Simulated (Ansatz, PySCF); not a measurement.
Species: sum formula HBO$_{2}$Cl (charge 0, doublet). It need not be the lowest isomer of its formula. 
Coordinates optimised at B3LYP-D3(BJ)/def2-TZVP (Ansatz, a first-principles code):
```
B
O 1 1.3432
O 1 1.3468 2 124.34
H 3 0.9627 1 114.40 2 180.00
Cl 1 1.7888 2 110.84 3 180.00
```
Charge 0, spin multiplicity 2.

Dipole moments at this geometry, in debye (magnitudes).

```
level                    program  dipole (D)
-----------------------  -------  ----------
BLYP/def2-TZVPD           Ansatz        2.56
B97M-V/def2-TZVPD         Ansatz        2.24
B3LYP/def2-TZVPD          Ansatz        2.30
M06-2X/def2-TZVPD          PySCF        2.12
LC-wPBE/def2-TZVPD        Ansatz        2.12
CCSD(T)/aug-cc-pV(D+d)Z   Ansatz        2.10
```
